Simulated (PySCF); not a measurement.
**From computed data to an observable: oscillator strength and radiative lifetime**

BrHMgO, SMILES [Mg]([Br])[OH].

Coordinates come from a B3LYP-D3(BJ)/def2-TZVP optimisation. The values are those of a single conformer.

TDA-CAM-B3LYP/def2-SVPD (PySCF) puts the first singlet state with f over 0.02 at 5.85 eV (vertical), with the transition dipole (0.000, 0.000, 0.846) in atomic units.

### Question
Find the oscillator strength, the wavelength and the radiative lifetime that this transition would have in vacuum if emission retraced absorption.

### Answer

|μ|² = 0.7157 au, so |μ| = 2.15 D. ΔE = 5.85/27.211 = 0.2150 hartree. f = (2/3) ΔE |μ|² = 0.103 (the program prints 0.103).
λ = 1239.84/5.85 = 212 nm; ν = 47183 cm⁻¹.
Einstein's coefficient A = 0.6670 ν² f s⁻¹ (ν in cm⁻¹) = 1.5e8 s⁻¹, so τ = 1/A = 6.6 ns. This state is S3; the lower singlets have f = 0.005, 0.011. The figure is the radiative limit of this one transition; relaxation, internal conversion, crossing to triplets and a medium change what is measured.
